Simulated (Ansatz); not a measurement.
Geometry optimisation, DFT r2SCAN, scalar-relativistic, plane waves, PAW in Ansatz 0.2.0.

Input file:

```yaml
accuracy: low
crystal:
  lattice:
    - [7.03385, 0.0, 0.0]
    - [0.0, 7.03385, 0.0]
    - [0.0, 0.0, 7.03385]
  atoms:
    - { symbol: "N", position: [0.0401719, 0.640409, 0.2848417] }
    - { symbol: "N", position: [0.1726895, 0.6535886, 0.1949894] }
    - { symbol: "N", position: [0.74039, 0.2124252, 0.4319671] }
    - { symbol: "N", position: [0.7592921, 0.0927426, 0.537451] }
    - { symbol: "N", position: [0.1082714, 0.2562974, 0.8413887] }
    - { symbol: "N", position: [0.1574666, 0.3433216, 0.7156323] }
    - { symbol: "N", position: [0.6539208, 0.6108309, 0.2062795] }
    - { symbol: "N", position: [0.6351499, 0.5942787, 0.047592] }
    - { symbol: "N", position: [0.3665319, 0.8797273, 0.5930983] }
    - { symbol: "N", position: [0.3782561, 0.868778, 0.4332524] }
    - { symbol: "N", position: [0.8583353, 0.7464719, 0.6583416] }
    - { symbol: "N", position: [0.6997037, 0.7266395, 0.6425071] }
basis:
  ecutwfc: 500.0
kpoints:
  mp_grid: { grid: [1, 1, 1] }
hamiltonian:
  xc: r2scan
scf:
  occupations: { method: fermi_dirac, width: 0.02 }
  lower_state_search: "off"
relax:
  f_tol: 0.3
  max_steps: 15
  adjacent_minimum: "off"
```

Run as:

```bash
$ ansatz run input.yaml --threads 1 --pin off --max-ram 3072MiB --backend cpu --events-out ev --progress --plain --runs-dir out
```

Where does it end, and by what steps?

The forces met the threshold. The threshold is loose, so the end isn't yet a minimum. The force dipped under the threshold on the way, but the program's further checks kept it going. Limits of this set-up: coarse k mesh, low accuracy level. After 7 steps the energy has fallen by 1.123 eV; N10 moved furthest, 0.71 Å.

```tsv
step	energy less start (eV)	largest force component (eV/Å)	accepted
0	0.0000	5.343	yes
1	-0.8476	0.453	yes
2	-0.8861	3.250	yes
3	-1.0577	0.578	yes
4	-1.0990	0.210	yes
5	-0.8305	4.332	no
6	-1.1037	0.764	yes
7	-1.1230	0.135	yes
```

```xyz
12
Lattice="7.0339 0.0000 0.0000 0.0000 7.0339 0.0000 0.0000 0.0000 7.0339" Properties=species:S:1:pos:R:3
N 0.394 4.263 1.945
N 0.910 4.620 1.049
N 5.413 1.404 2.581
N 5.420 1.166 3.649
N 0.928 2.119 5.974
N 1.420 2.426 5.048
N 4.214 4.450 1.095
N 4.110 3.652 0.354
N 2.480 6.184 4.554
N 2.336 6.525 3.525
N 6.173 5.169 5.024
N 5.381 4.625 4.502
```

Time of the run: 110 s on 1 thread of Arm Neoverse V2, with other jobs on the host, peak memory 0.65 GiB.
